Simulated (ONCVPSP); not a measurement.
PBE ONCV dataset for phosphorus (P), non-relativistic all-electron reference.

phosphorus (P), optimised norm-conserving Vanderbilt (ONCV), made with ONCVPSP 4.0.1 (PBE, non-relativistic). Core [He], reference 2s2 2p6 3s1.5 3p3.5. Waves: 2s+3s: rc 0.95 bohr, ncon 5, nbas 9, qcut 14.1 1/bohr, 2 projectors; 2p+3p: rc 0.80 bohr, ncon 4, nbas 8, qcut 16.6 1/bohr, 2 projectors. Local part: polynomial inside 0.70 bohr (lpopt 5, dvloc0 4 Ha). Core correction: Teter function, fcfact 4, rcfact 1.75.

All-electron outer shells of the reference configuration (PBE, non-relativistic, ld1.x):

```csv
shell,level (eV),outermost node (bohr),outermost maximum (bohr)
1s,-2078.60,–,0.07
2s,-173.83,0.14,0.42
2p,-125.27,–,0.36
3s,-14.25,0.66,1.58
3p,-5.80,0.64,1.83
```

Calculated quality:

| Property | Result |
| --- | --- |
| Cutoffs needed | 116 Ha and 130 Ha (the cutoffs (Ha) at which the residual kinetic energy of the hardest occupied pseudo-wave falls to 1 and 0.1 mHa per electron) |
| Ghost test | no bound ghost flagged; no localised positive-energy state flagged |
| Largest excitation error | +12 meV (all-electron minus pseudo) for 2s2 2p6 3s2 3p0, out of 4 test configurations |
| rms error of d²Exc/dni dnj | 1.48 mHa without and 2.68 mHa with the model core |

Generation and tests took about 2.6 s on one core of a shared server CPU.
